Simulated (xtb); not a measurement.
C₂H₅FO₂Si, SMILES F[Si@H](CC=O)O. All values are semi-empirical tight-binding results from xtb (GFN2-xTB unless named), good for trends rather than for accurate numbers. Geometry: GFN2-xTB. The structure was generated by enumeration; whether it is a known compound was not checked. One conformer was computed; it need not be the lowest.

The orbital gap is 3.80 eV. The dipole moment is 2.56 D and the zero-point energy comes out as 44.2 kcal/mol. The G − E(el) at 298.15 K (modified RRHO) comes out as 24.0 kcal/mol. The static polarisability (D4 model) comes out as 64.4 bohr³ and the solvation energy, GFN2-xTB/ALPB(water) is -3.8 kcal/mol. The solvation energy, GFN2-xTB/ALPB(chcl3) is -4.7 kcal/mol.
